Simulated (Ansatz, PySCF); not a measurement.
This PySCF input computes a r2SCAN/def2-TZVPD energy:

```python
from pyscf import gto, scf, dft

mol = gto.M(
    atom='''
    Si    0.08373204   -0.15377060    0.07623610
    O    -0.33928383   -1.19325410   -1.07632802
    O     1.57577762    0.44556971    0.12587052
    N    -0.68675377    1.35255134   -0.74980765
    N    -0.61065719   -0.43490024    1.56560739
    H    -0.17392158   -2.14014585   -1.06444365
    H     2.34073070    0.01178094    0.51415390
    H    -1.68850890    1.23045845   -0.90496086
    H    -0.55642078    2.19924875   -0.19428147
    H    -0.24940779   -0.06142680    2.42983443
    H    -1.40006487   -1.04610759    1.70749820
    H    -0.25472890    1.51689792   -1.66204405
    ''',
    basis='def2-tzvpd',
    charge=1,
    spin=0,
    verbose=4,
)

mf = dft.RKS(mol, xc='r2scan').density_fit(auxbasis='def2-universal-jkfit')
mf.grids.level = 4
mf.conv_tol = 1e-9
mf.max_cycle = 100
mf.max_memory = 1500
mf.kernel()
if not mf.converged:
    mf = mf.newton()
    mf.kernel(mf.make_rdm1())
mf.analyze()
```

Problem. Write an input for the same energy in Ansatz (a program for electronic structure) and say what it gives.

Solution. 
Ansatz 0.2 input:
```yaml
crystal:
  periodic: [false, false, false]
  atoms:
    - {symbol: Si, position_ang: [0.08373204, -0.15377060, 0.07623610]}
    - {symbol: O, position_ang: [-0.33928383, -1.19325410, -1.07632802]}
    - {symbol: O, position_ang: [1.57577762, 0.44556971, 0.12587052]}
    - {symbol: N, position_ang: [-0.68675377, 1.35255134, -0.74980765]}
    - {symbol: N, position_ang: [-0.61065719, -0.43490024, 1.56560739]}
    - {symbol: H, position_ang: [-0.17392158, -2.14014585, -1.06444365]}
    - {symbol: H, position_ang: [2.34073070, 0.01178094, 0.51415390]}
    - {symbol: H, position_ang: [-1.68850890, 1.23045845, -0.90496086]}
    - {symbol: H, position_ang: [-0.55642078, 2.19924875, -0.19428147]}
    - {symbol: H, position_ang: [-0.24940779, -0.06142680, 2.42983443]}
    - {symbol: H, position_ang: [-1.40006487, -1.04610759, 1.70749820]}
    - {symbol: H, position_ang: [-0.25472890, 1.51689792, -1.66204405]}
basis:
  gaussian:
    orbitals: def2-TZVPD
hamiltonian:
  xc: {name: r2SCAN}
total_charge: 1
output: {forces: true}
```
It gives -553.57705 Eh, and PySCF -553.57720 Eh, a difference of 0.15 mEh, from the treatment of integrals and grids.

It need not be the lowest isomer of its formula.
